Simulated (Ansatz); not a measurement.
Reaction (redistribution): `BO[SiH2]N` + `CS[Si]O` → `BO[SiH2]SC` + `N[Si]O`

Program: Ansatz. Geometries: PBE0-D4/def2-TZVP. ΔE: electronic, gas phase. CBS: MP2 limit from def2 TZ/QZ plus the TZ coupled-cluster correction, frozen cores. This one scheme is used for every species. Functionals use def2-TZVPP. B3LYP here is the variant with VWN-RPA as its local correlation; programs differ in this. One conformer a species, not always the lowest.

**Question.** Is it downhill or uphill in electronic energy at CCSD(T)/CBS, and by how much? (An estimate is asked.)

**Answer.** Computed: Uphill: ΔE = +5.5 kJ/mol.

**Question.** What do these levels give: ωB97X-V, B2PLYP, B3LYP, SCS-MP2/def2-TZVPP, CCSD(T)/def2-TZVPP, SCS-MP2/def2-QZVPP? (Estimate.)

**Answer.** Computed: ωB97X-V 2.9, B2PLYP 8.0, B3LYP 9.4, SCS-MP2/def2-TZVPP 5.0, CCSD(T)/def2-TZVPP 5.0, SCS-MP2/def2-QZVPP 5.2 kJ/mol.

Largest T1 diagnostic among the species: 0.014.
